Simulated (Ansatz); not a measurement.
Reactions of C2H6BClSi (`[SiH3]C1CB1Cl`).

Program: Ansatz. Geometries: PBE0-D4/def2-TZVP. ΔE: electronic, gas phase. CBS: MP2 limit from def2 TZ/QZ plus the TZ coupled-cluster correction, frozen cores. DFT in def2-TZVPP. B3LYP here is the variant with VWN-RPA as its local correlation; programs differ in this. For Br, Se outer-core shells are correlated without core-valence functions, which leaves a few kJ/mol of doubt a bond. Scalar relativity is left out up to krypton. Each species was taken in one conformer, which may not be the lowest.

```csv
reaction,ωB97X-V (kJ/mol),B3LYP-D4 (kJ/mol),r2SCAN-D4 (kJ/mol),CCSD(T)/CBS(def2) (kJ/mol)
`[SiH3]C1CB1Cl` + `[OH][Al]([Cl])[Cl]` → `[OH][Al]([SiH3])[Cl]` + `ClB1CC1Cl`,224,223,229,232
`[SiH3]C1CB1Cl` + `OB(O)Br` → `OB(Br)O[SiH3]` + `ClB1CC1`,-74,-77,-73,-74
`[SiH3]C1CB1Cl` + `N[SiH2][SeH]` → `N[SiH2][Se][SiH3]` + `ClB1CC1`,-50,-50,-52,-50
`[SiH3]C1CB1Cl` + `C=C[SiH2]N` → `C=C[SiH2]N[SiH3]` + `ClB1CC1`,-40,-41,-37,-40
`[SiH3]C1CB1Cl` + `CBCl` → `CB[SiH3]` + `ClB1CC1Cl`,205,204,209,211
`[SiH3]C1CB1Cl` + `CB(C)N` → `CB(C)N[SiH3]` + `ClB1CC1`,-23,-23,-20,-22
`[SiH3]C1CB1Cl` + `[CH2]1[AlH][SiH2]1` → `[SiH3][SiH]1[CH2][AlH]1` + `ClB1CC1`,0,-2,-5,1
```

Largest T1 diagnostic: 0.014, for `[SiH3][SiH]1[CH2][AlH]1`.
